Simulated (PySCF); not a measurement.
Excitations are Tamm–Dancoff values on a coarser integration grid. The basis has no diffuse functions, so Rydberg states are missing or too high.

Cartesian coordinates (Å):
```xyz
6

F      1.1431    -0.5377    -0.0445
Si    -0.6303     0.1081    -0.0501
H      1.9274    -0.0930     0.2479
H     -0.4364     1.2789    -0.9029
H     -1.2159    -1.0934    -0.6349
H     -0.7880     0.3371     1.3844
```
Charge +1, spin multiplicity 1.

Give the S1 oscillator strength, S1–T1 gap (TDA), HOMO, HOMO–LUMO gap and T1 excitation (TDA) at the level CAM-B3LYP-D3(BJ)/def2-TZVP run with PySCF.


The S1 oscillator strength comes out as 0.002 and the S1–T1 gap (TDA) is 0.67 eV. The HOMO is -17.88 eV, the HOMO–LUMO gap is 11.43 eV and the T1 excitation (TDA) comes out as 6.69 eV.
